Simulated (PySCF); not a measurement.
Radial density of As (arsenic, neutral)

wB97M-V, [Ar] 3d10 4s1 4p3 4d1, high-spin 6D determinant (an excited configuration). Calculation: PySCF 2.14, in aug-cc-pVQZ-PP with ECP10MDF (7s6p5d3f2g, 89 functions); a scalar-relativistic core potential. This is the valence pseudo-density: the core potential removes the inner electrons and smooths the orbitals near the nucleus.

| r (bohr) | 4πr²ρ (e/bohr) | 4πr²(ρα − ρβ) |
| --- | --- | --- |
| 0.000936 | 2.788e-05 | 0.0000 |
| 0.00157 | 7.747e-05 | 0.0000 |
| 0.00265 | 0.0002099 | 0.0000 |
| 0.00446 | 0.0005454 | 0.0000 |
| 0.00749 | 0.001351 | 0.0001 |
| 0.0126 | 0.003068 | 0.0002 |
| 0.0212 | 0.006242 | 0.0004 |
| 0.0357 | 0.01267 | 0.0007 |
| 0.0600 | 0.05131 | 0.0009 |
| 0.101 | 0.4374 | 0.0006 |
| 0.170 | 3.113 | 0.0051 |
| 0.285 | 14.26 | 0.1391 |
| 0.480 | 30.61 | 0.3496 |
| 0.808 | 15.90 | 0.0179 |
| 1.36 | 3.580 | 1.7086 |
| 2.28 | 1.930 | 1.8780 |
| 3.84 | 0.4689 | 0.4688 |
| 6.46 | 0.1504 | 0.1504 |
| 10.9 | 0.002097 | 0.0021 |

Energies and moments cover only the electrons outside the core potential. The outer electron is Rydberg-like, and this basis confines it to a smaller radius and binds it less than a complete one would.
